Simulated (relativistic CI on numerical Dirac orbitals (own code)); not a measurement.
d3 in a ligand field

Computed with a parametric ligand-field model of a d^n configuration (Racah B and C, spin-orbit zeta, crystal field), exact diagonalisation.

Field parameters in Wybourne normalisation: Oh B⁴₀ = 21Dq, B⁴₄ = √(5/14) B⁴₀. The field is a parameter set, without covalency.

Lowest levels for B = 690, C = 2820, ζ = 80 cm⁻¹, Oh, 10Dq = 29700 cm⁻¹?

Γ8 0 (S 1.50), Γ8 13822 (S 0.50), Γ8 14339 (S 0.50), Γ6 14354 (S 0.50), Γ8 21877 (S 0.50), Γ7 21914 (S 0.50), Γ7 29667 (S 1.50), Γ8 29687 (S 1.50), Γ8 29720 (S 1.50) cm⁻¹, with S from ⟨S²⟩ = S(S + 1). The ground level has 0.00 electrons in the cubic e pair.

Lowest levels for B = 970, C = 3910, ζ = 250 cm⁻¹, Oh, 10Dq = 32300 cm⁻¹?

Γ8 0 (S 1.50), Γ8 19073 (S 0.50), Γ8 19871 (S 0.50), Γ6 19930 (S 0.50), Γ8 29642 (S 0.51), Γ7 29772 (S 0.50), Γ7 32204 (S 1.50), Γ8 32272 (S 1.50), Γ8 32368 (S 1.50) cm⁻¹, with S from ⟨S²⟩ = S(S + 1). The ground level has 0.00 electrons in the cubic e pair.

Lowest levels for B = 600, C = 2940, ζ = 1100 cm⁻¹, Oh, 10Dq = 21150 cm⁻¹?

Γ8 0 (S 1.50), Γ8 13223 (S 0.54), Γ8 13642 (S 0.52), Γ6 14015 (S 0.52), Γ8 20309 (S 1.02), Γ7 20465 (S 1.22), Γ7 21428 (S 0.96), Γ8 21554 (S 1.44), Γ6 21636 (S 1.49) cm⁻¹, with S from ⟨S²⟩ = S(S + 1). The ground level has 0.01 electrons in the cubic e pair.

Lowest levels for B = 380, C = 1880, ζ = 730 cm⁻¹, Oh, 10Dq = 33500 cm⁻¹?

Γ8 0 (S 1.50), Γ8 8749 (S 0.50), Γ8 8895 (S 0.50), Γ6 9044 (S 0.50), Γ8 14413 (S 0.51), Γ7 14437 (S 0.50), Γ7 33243 (S 1.50), Γ8 33413 (S 1.50), Γ8 33679 (S 1.50) cm⁻¹, with S from ⟨S²⟩ = S(S + 1). The ground level has 0.00 electrons in the cubic e pair.

Lowest levels for B = 380, C = 1820, ζ = 1700 cm⁻¹, Oh, 10Dq = 32850 cm⁻¹?

Γ8 0 (S 1.48), Γ8 8265 (S 0.52), Γ8 8752 (S 0.51), Γ6 9098 (S 0.51), Γ7 14492 (S 0.51), Γ8 14973 (S 0.53), Γ7 32427 (S 1.49), Γ8 32777 (S 1.48), Γ8 33257 (S 1.48) cm⁻¹, with S from ⟨S²⟩ = S(S + 1). The ground level has 0.01 electrons in the cubic e pair.
